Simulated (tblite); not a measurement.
C8H12N (charge +1).
Bonds: C1–C2, C2–C3, C3–C4 (aromatic), C4–C5 (aromatic), C5–C6 (aromatic), C6–C7 (aromatic), C7–N8 (aromatic), N8–C9, C3–N8 (aromatic). Hydrogens: H10, H11, H12 on C1; H13, H14 on C2; H15 on C4; H16 on C5; H17 on C6; H18 on C7; H19, H20, H21 on C9.

A start from a force field or distance geometry was refined with GFN2-xTB geometry optimisation, gas phase (tblite). Values at the start:

```csv
coordinate,start
C1–C2,1.504 Å
C1–H10,1.117 Å
C2–C3,1.478 Å
C2–H13,1.090 Å
C3–C4,1.368 Å
C3–N8,1.353 Å
C4–C5,1.386 Å
C4–H15,1.075 Å
C5–C6,1.408 Å
C5–H16,1.072 Å
C6–C7,1.386 Å
C6–H17,1.081 Å
C7–N8,1.356 Å
C7–H18,1.082 Å
N8–C9,1.457 Å
C9–H19,1.134 Å
C2–C3–C4,124.5°
C2–C3–N8,115.9°
C3–C4–C5,122.3°
C3–N8–C7,119.9°
C3–N8–C9,122.7°
C4–C3–N8,119.6°
C4–C5–C6,117.8°
C7–N8–C9,117.5°
C1–C2–C3–C4,-1°
```

How do these coordinates change at the GFN2-xTB level?

```
 coordinate  GFN2-xTB (Å or °)  change
     C9–H19              1.091  -0.043
     C1–H10              1.086  -0.031
      C3–C4              1.392  +0.024
      C1–C2              1.525  +0.021
      C5–C6              1.391  -0.017
      C2–C3              1.492  +0.014
      C7–N8              1.343  -0.013
      C6–C7              1.374  -0.012
      N8–C9              1.446  -0.011
     C5–H16              1.079  +0.007
     C2–H13              1.095  +0.005
      C4–C5              1.382  -0.004
     C6–H17              1.078  -0.003
     C7–H18              1.080  -0.002
     C4–H15              1.077  +0.002
      C3–N8              1.353   0.000
   C2–C3–N8              118.7    +2.8
   C3–N8–C9              120.3    -2.4
   C2–C3–C4              122.7    -1.8
   C3–C4–C5              121.0    -1.3
   C3–N8–C7              121.2    +1.3
   C7–N8–C9              118.6    +1.1
   C4–C3–N8              118.5    -1.1
   C4–C5–C6              118.9    +1.1
C1–C2–C3–C4                  0      +1
```

The energy falls by 30.0 kJ/mol over 65 L-BFGS steps, the largest force on an atom goes from 1.98 to 0.010 eV/Å, and the atoms move by 0.171 Å rms after alignment. The bond that changes most is C9–H19 (N-methyl carbon to methyl hydrogen), which shortens by 0.043 Å. Bonds longer at the end by more than 0.005 Å: 4 of 21; shorter: 11. Among the dihedrals that turn most is H11–C1–C2–H14, from 33° to 61°. Rotational constants go from 2494, 1522, 962.7 to 2514, 1508, 959.5 MHz.

Its GFN2-xTB frequencies are all real (lowest 75 cm⁻¹).

One conformer stands for the species.

The numbers are calculated, not measured.
